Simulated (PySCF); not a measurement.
Stepwise substitution at one centre (Sn F-C2H5). All species are isolated molecules in the gas phase. One relaxed conformer stands for each flexible species; it need not be the lowest. Strings in code marks are SMILES.

These are PBE-D3(BJ)/def2-TZVP // PBE0-D4/def2-SVP run with PySCF values and carry that method's errors. All candidates: neutral, multiplicity 1. Excitations are Tamm–Dancoff values on a coarser integration grid. The basis has no diffuse functions, so Rydberg states are missing or too high.

The S1 excitation (TDA) is 6.06 eV, the LUMO is -1.50 eV and the HOMO–LUMO gap is 5.26 eV.

Name which member has these values.
A. `C[CH2][Sn]([F])([F])[F]`
B. `[F][Sn]([F])([F])[F]`
C. `C[CH2][Sn]([CH2]C)([CH2]C)[CH2]C`
D. `C[CH2][Sn]([F])([F])[CH2]C` (C–C–Sn–F torsion 17°, F–Sn–C–C torsion 46°)

D, `C[CH2][Sn]([F])([F])[CH2]C` (C–C–Sn–F torsion 17°, F–Sn–C–C torsion 46°). The others give `[F][Sn]([F])([F])[F]`: 5.44 eV, -4.91 eV, 5.31 eV; `C[CH2][Sn]([CH2]C)([CH2]C)[CH2]C`: 5.73 eV, -0.24 eV, 5.61 eV; `C[CH2][Sn]([F])([F])[F]`: 6.09 eV, -2.95 eV, 5.17 eV
